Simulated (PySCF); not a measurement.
GeH3PHPF2, F₂GeH₄P₂.
Structure used (PBE0-D3(BJ)/def2-SVP), in Å, numbered top down from 1:
```xyz
9
F2GeH4P2 angstrom
F      3.1058    0.2513    0.8694
P      1.5709    0.0749    1.3328
F      1.3872   -1.4734    0.8841
P      0.5893    0.9860   -0.4572
Ge    -1.3554   -0.2864   -0.2314
H      0.0831    2.0719    0.3256
H     -2.4980    0.5563   -0.8201
H     -1.1613   -1.5733   -1.0409
H     -1.6595   -0.6235    1.2401
```

All values: B3LYP/def2-SVPD (PySCF, non-relativistic), on one gas-phase PBE0-D3(BJ)/def2-SVP geometry that isn't relaxed in the solvent. The solvent is an IEF-PCM continuum (Bondi radii, 1.10 Å for H, scaled by 1.2). The model holds no explicit solvent molecules, cavitation or dispersion. Spin–orbit coupling is left out although an atom past zinc is present.

Gas phase at B3LYP/def2-SVPD: HOMO -7.14 eV, LUMO -1.33 eV, dipole 2.18 D.

What does the continuum do to the energy, the frontier levels and the dipole at B3LYP/def2-SVPD in chloroform and acetone?

```csv
solvent,ε,E(solvent) − E(gas) (kJ/mol),polarisation term (kJ/mol),distortion of the solute (kJ/mol),HOMO (eV),LUMO (eV),dipole (D)
chloroform,4.711,-8.56,-9.71,1.15,-6.99,-1.13,2.73
acetone,20.49,-11.73,-14.03,2.30,-6.96,-1.08,2.95
```

The polarisation term is half the interaction of the solute with the surface charges that it induces; the rest is the cost of distorting the solute's density. The sum is the electrostatic part of solvation alone. From chloroform to acetone the lowering changes by a factor 1.37, Onsager's factor (ε − 1)/(2ε + 1) by 1.30 and ε itself by 4.3.

Which radius a makes the point-dipole formula ΔE = −[(ε − 1)/(2ε + 1)]·μ²/a³ give the value in acetone, with the gas-phase dipole?

μ = 0.859 au and |ΔE| = 0.00447 Eh give a = 2.25 Å; the farthest nucleus lies 3.17 Å from the centroid of the nuclei, so such a sphere wouldn't even hold the nuclei. The formula assumes a rigid point dipole at the centre of a sphere.

Give the dipole vector in the frame of the coordinates (D, pointing from negative to positive charge), gas and acetone.

Gas (-1.97, 0.93, 0.12), solvent (-2.58, 1.40, 0.26). Its length changes by +35 % and its direction by 4°.

How does the static polarisability (B3LYP/def2-SVPD, frozen core, with the continuum's full static response) change?

```
    medium  isotropic (au)  principal values (au)  ⟨r²⟩ of the electrons (bohr²)
       gas            88.4      70.6, 85.8, 108.8                         1188.0
chloroform           114.9     91.5, 113.8, 139.3                         1188.4
   acetone           126.6    101.9, 126.6, 151.2                         1188.5
```

The isotropic value in acetone is 1.43 times the gas-phase one; no cavity-field correction is applied. ⟨r²⟩ is taken about the centre of nuclear charge.
